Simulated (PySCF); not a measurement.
# Mo²⁺ (molybdenum, charge +2): UHF calculation

Configuration: [Kr] 4d4, high-spin 5D determinant. All numbers are calculated (PySCF 2.14, a scalar-relativistic core potential, in cc-pVTZ-PP with ECP28MDF (5s5p4d2f1g, 63 functions)).

| Quantity | Value |
| --- | --- |
| Total energy | -66.561337 hartree |
| One-electron energy | -107.2177 hartree |
| Hartree (Coulomb) energy | 47.6108 hartree |
| Exchange energy | -6.9544 hartree |
| ⟨S²⟩ | 6.0029 |
| ⟨L²⟩ | 6.029 |
| Sum of ⟨r⟩ | 16.62 bohr |
| Sum of ⟨r²⟩ | 27.00 bohr² |
| Traceless quadrupole moment −½Σ⟨3z² − r²⟩ along its main axis | -0.949 e·bohr² |
| Time after the integrals | 0.31 s of wall time on 1 thread of Neoverse-V2 (shared host) |

```
shell  electrons  mean orbital energy (eV)  spread (eV)  rms radius, mean of both spins (bohr)
 4s α          1                   -100.75            0                                   1.19
 4s β          1                   -94.908            0                                   1.19
 4p α          3                   -70.353        1.016                                   1.33
 4p β          3                   -62.634        1.506                                   1.33
 4d α          4                   -27.572        1.310                                   1.84
```

Energies and moments cover only the electrons outside the core potential.
